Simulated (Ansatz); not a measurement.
`F[SiH](S)I` + H₂O → `O[SiH](F)I` + H₂S  (formal hydrolysis of the Si–S bond)

Program: Ansatz. Geometries: PBE0-D4/def2-TZVP. ΔE: electronic, gas phase. CBS: MP2 limit from def2 TZ/QZ plus the TZ coupled-cluster correction, frozen cores. This one scheme is used for every species. Functionals use def2-TZVPP. Elements past krypton have def2 core potentials. For I outer-core shells are correlated without core-valence functions, which leaves a few kJ/mol of doubt a bond. Each species was taken in one conformer, which may not be the lowest.

`F[SiH](S)I`:

```xyz
6

F     0.915   -1.422    0.598
Si    0.451   -0.134   -0.213
S    -1.613   -0.188   -0.646
I     1.061    1.781    1.142
H     1.169   -0.110   -1.500
H    -1.983    0.073    0.620
```

H₂O:

Cartesian coordinates in Å:
```
O 0.346 -0.172 0.048
H 0.053 0.663 0.418
H -0.399 -0.491 -0.466
```

`O[SiH](F)I`:

Z-matrix (Å, degrees):
```
Si
F 1 1.588
I 1 2.429 2 106.5
O 1 1.620 2 111.1 3 121.3
H 1 1.468 2 108.7 3 -120.2
H 4 0.959 1 119.6 2 -76.3
```

H₂S:

```xyz
3

S    -0.471    0.393    0.086
H     0.778    0.318    0.570
H    -0.308   -0.712   -0.656
```

Q: Is it downhill or uphill in electronic energy at CCSD(T)/CBS, and by how much? (An estimate is asked.)

A: The calculation gave: Downhill: ΔE = -0.51 eV.

Q: What do these levels give: PBE0-D4, r2SCANh-D4, BHLYP-D4, ωB97M-V, r2SCANh, MP2/CBS(def2)? (Best estimate.)

A: Computed: PBE0-D4 -0.45, r2SCANh-D4 -0.54, BHLYP-D4 -0.60, ωB97M-V -0.56, r2SCANh -0.55, MP2/CBS(def2) -0.47 eV.

Q: What do rigid-rotor, harmonic-oscillator terms from PBE0-D4/def2-TZVP frequencies (298.15 K, 1 bar) make of the CCSD(T)/CBS value? (An estimate is asked.)

A: The calculation gave: ΔZPE = -0.05 eV, ΔH = -0.57 eV, ΔS = 1 J/(mol·K), ΔG = -0.57 eV.

Largest T1 diagnostic among the species: 0.010.

The D4 term adds +0.06 eV with B3LYP and +0.03 eV with PBE0; it sums over pairs of atoms, weighted by their polarisabilities, and B3LYP, whose exchange is more repulsive, gets the larger term. At CCSD(T), def2-SVP lies −0.07 eV from the extrapolated value and def2-TZVPP −0.06 eV.

B3LYP here is the variant with VWN-RPA as its local correlation; programs differ in this.
